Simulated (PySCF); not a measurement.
Start geometry of `[SiH2]1[C@H](C#N)CCC1` from GFN2-xTB (Å):
```
atom  x, y, z in Å
N1     3.4515    0.2816   -0.6048
C2     2.3926    0.2058   -0.1249
C3     1.0765    0.1073    0.4406
C4     0.4018   -1.1688    0.0067
C5    -1.1250   -0.9731    0.2503
C6    -1.5433    0.3603   -0.3947
Si7   -0.0670    1.5398   -0.0976
H8     1.2230    0.1224    1.5331
H9     0.5381   -1.3295   -1.0372
H10    0.7439   -2.0459    0.5578
H11   -1.7073   -1.8086   -0.1240
H12   -1.2940   -0.9137    1.3445
H13   -2.5134    0.7187    0.0045
H14   -1.7109    0.2033   -1.4542
H15    0.3908    2.2037   -1.3052
H16   -0.2764    2.4945    1.0158
```

What comes out of this run: PBE0-D3(BJ)/def2-SVP geometry optimisation, gas phase in PySCF?

```
atom  x, y, z in Å
N1     3.496   -0.038   -0.547
C2     2.429   -0.168   -0.113
C3     1.085   -0.324    0.400
C4     0.383   -1.632   -0.027
C5    -1.109   -1.480    0.266
C6    -1.613   -0.173   -0.367
Si7   -0.171    1.036   -0.140
H8     1.136   -0.281    1.503
H9     0.537   -1.786   -1.109
H10    0.820   -2.504    0.484
H11   -1.672   -2.356   -0.095
H12   -1.258   -1.444    1.359
H13   -2.563    0.172    0.067
H14   -1.786   -0.311   -1.448
H15    0.250    1.721   -1.396
H16   -0.360    2.046    0.943
```

The energy falls by 0.162 eV over 6 energy and gradient evaluations, the largest force component goes from 0.0421 to 2.6e-04 Eh/bohr, and the atoms move by 0.063 Å rms after alignment. Among the bonds, C3–C4, C4–H9 and Si7–H15 change most and about equally (+0.038 to +0.039 Å). Bonds longer at the end by more than 0.005 Å: 9 of 16; shorter: 4. Among the angles that change most is Si7–C3–H8, from 110.4° to 106.4°. Among the dihedrals that turn most is H8–C3–C4–H10, from -38° to -50°. Rotational constants go from 3862, 1669, 1273 to 3944, 1608, 1237 MHz. The orientation of the end geometry is arbitrary; only internal coordinates are fixed.

The run used 147 basis functions and 42 SCF cycles in all. The run took 97 s of wall time on one thread of an Arm Neoverse N1, on a shared host, and the process peaked at 0.59 GiB of memory.

No PBE0-D3(BJ)/def2-SVP frequencies stand behind this structure, so it isn't proved a minimum. The numbers are those of one conformer.
